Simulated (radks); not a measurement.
Fractional charge and spin in the 5p shell of lanthanum: the spin-up occupation runs from 2 to 3 and the spin-down occupation from 2 to 3; the fullest corner is La+, [Kr] 4d10 5s2 5d(up 1, down 1) 5p(up 3, down 3). Method: scalar-relativistic Kohn-Sham, PBEsol, spin-polarised, spherical densities, point nucleus; computed with a radial shooting solver on a logarithmic mesh with Libxc functionals. Energy (eV) minus the two flat planes that join the four corners (they meet along the diagonal where the two added fractions sum to one electron); zero is where a piecewise linear energy would lie.

\begin{tabular}{lrrrrr}
down \ up & 2 & 2.25 & 2.5 & 2.75 & 3 \\ \hline
2 & 0.000 & -1.032 & -1.369 & -1.021 & 0.000 \\
2.25 & -1.032 & -1.319 & -0.923 & 0.144 & -0.937 \\
2.5 & -1.369 & -0.923 & 0.192 & -0.843 & -1.237 \\
2.75 & -1.021 & 0.144 & -0.843 & -1.191 & -0.918 \\
3 & 0.000 & -0.937 & -1.237 & -0.918 & 0.000 \\
\end{tabular}

Corners above the fullest one (they belong to La2+ and the next ion): (up 3, down 2) 31.141 eV, (up 2, down 3) 31.141 eV, (up 2, down 2) 73.504 eV. With half an added electron in each spin the energy lies 0.192 eV from the planes, and with half an added electron in spin up alone -1.369 eV. The planes are only a guide here: the flat-plane condition holds for ground states with one frontier orbital, while this shell lies below other occupied shells, so the corners above the fullest one are inner-hole states and not the ground states of those ions.
